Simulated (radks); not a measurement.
Results of a calculation; reference values are marked as such.
The sulfur anion S-, [Ne] 3s2 3p5, held by a Watson sphere: a shell of charge +1 at radius R that stands for the Madelung well of a crystal (potential energy -1/R inside, -1/r outside, in hartree with lengths in bohr). Level of theory: scalar-relativistic Kohn-Sham, LDA (Slater exchange, VWN5 correlation), spin-unpolarised, spherical densities, point nucleus (a radial shooting solver on a logarithmic mesh with Libxc functionals). Response by self-consistent Sternheimer equations with the Hartree and adiabatic LDA kernel, the relativistic mass of each level held fixed and spin-orbit coupling left out. The sphere does not respond.

| R (bohr) | e(2p) (eV) | e(3s) (eV) | e(3p) (eV) | <r> 3p (bohr) | sum of <r^2> (bohr^2) | X-ray form factor at sin(theta)/lambda = 0.1 1/angstrom | alpha (bohr^3) |
|---|---|---|---|---|---|---|---|
| 1.97 | -154.96 | -17.954 | -7.874 | 2.064 | 34.35 | 14.869 | 22.45 |
| 2.02 | -154.93 | -17.867 | -7.819 | 2.072 | 34.58 | 14.858 | 22.82 |
| 2.31 | -154.78 | -17.370 | -7.474 | 2.116 | 35.89 | 14.796 | 25.19 |
| 2.45 | -154.72 | -17.139 | -7.298 | 2.136 | 36.49 | 14.769 | 26.44 |
| 2.56 | -154.66 | -16.962 | -7.157 | 2.150 | 36.95 | 14.749 | 27.46 |
| 2.81 | -154.50 | -16.578 | -6.833 | 2.181 | 37.92 | 14.708 | 29.90 |
| 3.63 | -153.86 | -15.483 | -5.822 | 2.258 | 40.50 | 14.611 | 38.54 |

Estimate the row for R = 3.72 bohr.

Answer. e(2p) (eV) -153.78; e(3s) (eV) -15.377; e(3p) (eV) -5.719; <r> 3p (bohr) 2.265; sum of <r^2> (bohr^2) 40.73; X-ray form factor at sin(theta)/lambda = 0.1 1/angstrom 14.604; alpha (bohr^3) 39.52.
